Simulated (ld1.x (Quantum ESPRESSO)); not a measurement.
## Before and after: TM potential for phosphorus

```json
{
 "Element": "P",
 "Generator": "ld1.x (Quantum ESPRESSO) 7.5",
 "Type": "norm-conserving Troullier–Martins (Kleinman–Bylander form)",
 "Functional": "PBE",
 "Relativity": "scalar-relativistic",
 "Frozen core": "[Ne]",
 "Valence charge": "5",
 "Reference configuration": "3s2 3p3",
 "Partial waves": "3s (bound): rc 1.50 bohr; 3p (bound): rc 1.75 bohr; 3d channel at 0.3 Ry: rc 1.80 bohr",
 "Local potential": "all-electron potential smoothed inside 1.50 bohr (lloc = -2)",
 "Core correction": "Bessel-smoothed model core inside 1.50 bohr"
}
```

All-electron outer shells of the reference configuration (PBE, scalar-relativistic, ld1.x):

```csv
shell,level (eV),outermost node (bohr),outermost maximum (bohr)
2s,-173.99,0.14,0.42
2p,-124.49,–,0.36
3s,-13.97,0.65,1.58
3p,-5.51,0.64,1.83
```

Change: all radii but the core radius scaled by about 0.78 (s 1.16, p 1.36, d 1.40 bohr); local potential all-electron potential smoothed inside 1.16 bohr (lloc = -2).

Cutoffs: the cutoffs (Ry, on a coarse ladder) from which the occupation-weighted sum of valence levels, in a spherical-Bessel basis at the reference potential, stays within 10 and 1 mRy of its value at 400 Ry; they do not see the model core or the augmentation charge, which bear on the density cutoff. Errors are all-electron minus pseudo energies relative to the spin-unpolarised reference configuration.

**Question.** Predict the effect on cutoff, ghosts and configuration errors.

**Answer.** The potential gets harder (21 Ry and 50 Ry → 60 Ry and 140 Ry); of the 7 tests that both files solve, the error grows in 3 and shrinks in 0 by more than 15 % and 0.3 meV (median size 4.1 → 4.7 meV); neither file shows a bound ghost. A smaller radius makes the pseudo-wave follow the all-electron one further in, where it bends more sharply, so more plane waves are needed. That the errors move this way runs against the usual rule that smaller radii transfer better.

```tsv
quantity	base	changed
cutoff, loose	21 Ry	60 Ry
cutoff, tight	50 Ry	140 Ry
loose cutoff by channel (10 mRy a level)	s 18 Ry, p 8 Ry	s 50 Ry, p 8 Ry
bound ghosts	none	none
error for 3s2 3p2, meV [ΔE 9.73 eV]	+2.7	+4.0
error for 3s2 3p1, meV [ΔE 28.88 eV]	+21	+27
error for 3s2 3p0, meV [ΔE 58.62 eV]	+74	+93
error for 3s0 3p5, meV [ΔE 17.20 eV]	-4.1	+4.7
error for 3s1 3p0, meV [ΔE 110.62 eV]	+225	+233
error for 3s2 3p3.3, meV [ΔE -1.31 eV]	+0.2	+0.2
error for 3s2 3p2.5, meV [ΔE 3.77 eV]	+0.4	+0.7
```
